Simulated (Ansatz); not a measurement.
Molecule: sum formula H5SiNO3, net charge 0, singlet state. SMILES: O[Si](N)(O)O
Structure (B3LYP-D3(BJ)/def2-TZVP (Ansatz, a program for electronic structure) minimum search):
```
Si
O 1 1.6330
H 2 0.9605 1 117.84
O 1 1.6443 2 106.50 3 60.69
H 4 0.9597 1 117.84 2 175.93
O 1 1.6443 2 106.50 3 -60.69
H 6 0.9597 1 117.84 2 -175.93
N 1 1.7058 2 113.19 3 -180.00
H 8 1.0086 1 119.30 2 70.60
H 8 1.0086 9 110.69 1 144.26
```
Charge 0, spin multiplicity 1.

Parts of the frozen-core correlation energy in 6-31G (Ansatz, hartree). Frozen orbitals: 9; correlated occupied orbitals by spin: 16 and 16; virtual: 34 and 34. No spin-orbit coupling. Non-relativistic.

| term | value |
|---|---|
| reference (HF) | -570.85421 |
| MP2 opposite-spin | … |
| MP2 same-spin | -0.13234 |
| CCSD correlation | … |
| (T) | … |
| T1 diagnostic | 0.012 |
| largest doubles amplitude | 0.037 |

Some entries are withheld; supply them.


- MP2 opposite-spin, value: -0.39160
- CCSD correlation, value: -0.54087
- (T), value: -0.00855
